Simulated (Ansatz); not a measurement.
`[F][Cd][Cl]` + H₂S → `[SH][Cd][Cl]` + H–F at 600 K and 1 bar (ligand exchange at a Cd–F bond).

Computed with Ansatz on PBE0-D4/def2-TZVP structures; ΔE is electronic, products minus reactants. CCSD(T)/CBS adds triple-zeta CCSD(T) − MP2 to the extrapolated MP2 energy (def2 sets, frozen cores). This one scheme is used for every species. def2 core potentials past Kr. For Cd outer-core shells are correlated without core-valence functions, which leaves a few kJ/mol of doubt a bond. Each species was taken in one conformer, which may not be the lowest.

```csv
species,CCSD(T)/CBS energy (Eh),H − E (kJ/mol),S (J/(mol·K))
`[F][Cd][Cl]`,-727.34376,38.6,321.6
H₂S,-398.97279,60.8,230.9
`[SH][Cd][Cl]`,-1025.94547,62.8,364.7
H–F,-100.39570,42.3,194.0
```

H − E and S are ideal-gas, rigid-rotor, harmonic terms from PBE0-D4/def2-TZVP, for one conformer and one mirror image of each species. 1 Eh = 2625.50 kJ/mol, R = 8.31446 J/(mol·K).

Question: By hand: ΔE, ΔH, ΔS and ΔG.

Answer: ΔE = (-1025.94547) + (-100.39570) − (-727.34376) − (-398.97279) = -0.02462 Eh = -64.6 kJ/mol. Δ(H − E) = 62.8 + 42.3 − 38.6 − 60.8 = 5.7, so ΔH = -58.9 kJ/mol. ΔS = 364.7 + 194.0 − 321.6 − 230.9 = 6.2 J/(mol·K). ΔG = -58.9 − 600 × (6.2)/1000 = -62.6 kJ/mol.

Question: By hand: the equilibrium constant, and the temperature at which ΔG would vanish if ΔH and ΔS stayed fixed.

Answer: log₁₀ K = −ΔG/(RT ln 10) = 5.4. ΔH and −TΔS have one sign here, so there is no such temperature.

The number of gas molecules stays the same, so ΔS is small and ΔH decides. A doubt of 5 kJ/mol in ΔE shifts log₁₀ K by 0.4 here. Other conformers and mirror images would add mixing entropy, several J/(mol·K) or more a flexible species. These are equilibria of isolated gas molecules and say nothing of rates. Largest T1 diagnostic: 0.015 (customary marks: 0.02 for closed shells, 0.045 for open ones).

ΔS is within the doubt of such terms, so its sign, and with it that verdict, could turn.
